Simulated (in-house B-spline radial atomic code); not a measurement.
## HSE06 excitations of B IV (B3+)

Method: HSE06. Computed with an all-electron radial atomic-structure program (B-spline basis): linear response of the closed shell 1s2 with the functional's adiabatic kernel; non-relativistic, point nucleus, no spin-orbit coupling, no double excitations, S, P, D and F terms only.

Command:
```bash
python run_td.py task.json out
```
Settings (radii: box in bohr, nucleus in fm):
```
Z                        5
electrons                2
configuration            1s2
hamiltonian              nr
method                   hse06
box_radius               23.08
intervals                47
```

Cost of the run: 0.1 s on 1 thread of Intel(R) Xeon(R) Platinum 8488C (Sapphire Rapids), with other jobs on the host.

The lowest states, in the order of their Tamm-Dancoff energies; the method's threshold (minus the highest occupied level) is 238.21 eV. Labels give the largest channel, * marks a mixed state, and oscillator strengths are full-response dipole values. Semilocal kernels can invert the small singlet-triplet splittings of Rydberg terms. Energies in eV:

```json
{"state": "1s → 2s 3S", "full response": "?", "Tamm-Dancoff": "?", "oscillator strength": "-"}
{"state": "1s → 2s 1S", "full response": "195.00", "Tamm-Dancoff": "195.08", "oscillator strength": "-"}
{"state": "1s → 2p 3P", "full response": "195.71", "Tamm-Dancoff": "195.73", "oscillator strength": "-"}
{"state": "1s → 2p 1P", "full response": "198.16", "Tamm-Dancoff": "198.18", "oscillator strength": "0.526"}
{"state": "1s → 3s 3S", "full response": "220.09", "Tamm-Dancoff": "220.09", "oscillator strength": "-"}
{"state": "1s → 3s 1S", "full response": "221.00", "Tamm-Dancoff": "221.02", "oscillator strength": "-"}
{"state": "1s → 3p 3P", "full response": "221.42", "Tamm-Dancoff": "221.43", "oscillator strength": "-"}
{"state": "1s → 3p 1P", "full response": "?", "Tamm-Dancoff": "?", "oscillator strength": "?"}
{"state": "1s → 3d 3D", "full response": "222.51", "Tamm-Dancoff": "222.51", "oscillator strength": "-"}
{"state": "1s → 3d 1D", "full response": "222.53", "Tamm-Dancoff": "222.53", "oscillator strength": "-"}
```

Task: Where does 1s → 3p 1P lie?

Result: At 222.01 eV in full response, 222.01 eV in Tamm-Dancoff, oscillator strength 0.106.

Task: Where does 1s → 2s 3S lie?

Result: At 190.97 eV in full response, 191.00 eV in Tamm-Dancoff.

Task: How large is the singlet-triplet splitting of 1s → 2s (S terms) in Tamm-Dancoff?

Result: 4.08 eV, from the unrounded values.

Task: What polarisabilities and dispersion coefficient does the method give?

Result: Dipole 0.02023 bohr³, quadrupole 0.003683 bohr⁵, C6 0.002702 hartree·bohr⁶ for two such species.
